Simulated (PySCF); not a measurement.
Molecule: SMILES CC(=O)OC1OCCO1, C5H8O4.

Bonds (- single, = double, # triple, : aromatic): C1-C2, C2=O3, C2-O4, O4-C5, C5-O6, O6-C7, C7-C8, C8-O9, O9-C5. C1 carries H10, H11, H12; C5 carries H13; C7 carries H14, H15; C8 carries H16, H17. H14, H16 are cis to O4 on the ring; H15, H17 are trans to O4 on the ring.

Frames of a GFN2-xTB Langevin trajectory at 300 K; GIAO PBE0/pcSseg-1 shieldings in PySCF 2.14, gas phase, non-relativistic; equivalent atoms averaged within each frame.

References, each an isolated molecule treated in the same way: ¹³C (186.93 ppm), ¹H (31.72 ppm) against TMS; ¹⁷O (336.08 ppm) vs H2O. The references are static minima.

How do the shifts (ppm) fluctuate along the trajectory?

Results:


```csv
time (fs),C2,C5,C7/C8,C1,O3,O4,O6/O9,H13,H15/H17,H14/H16
optimised geometry,173.9,113.5,66.4,23.4,436.8,265.8,104.1,7.53,4.22,4.23
250,179.4,118.1,67.4,26.7,475.3,287.1,94.4,7.15,4.94,4.47
425,174.2,106.5,60.2,26.9,455.5,267.2,106.1,6.92,3.48,3.34
625,176.9,116.1,64.7,26.7,458.4,273.7,102.2,7.43,3.50,4.97
800,177.9,117.9,67.3,26.2,457.3,288.9,104.6,8.36,4.70,3.74
1000,181.6,110.0,70.2,18.8,470.3,252.0,125.3,6.77,4.63,5.07
mean of frames,178.0,113.7,65.9,25.1,463.4,273.8,106.5,7.32,4.25,4.32
standard deviation,2.8,5.2,3.8,3.5,8.9,15.2,11.4,0.63,0.70,0.76
```

5 frames give an uncertainty of the mean of about the standard deviation over 2.2 at best, since frames this close in time may not be independent; classical motion lacks zero-point vibration, and the reference would need the same averaging.
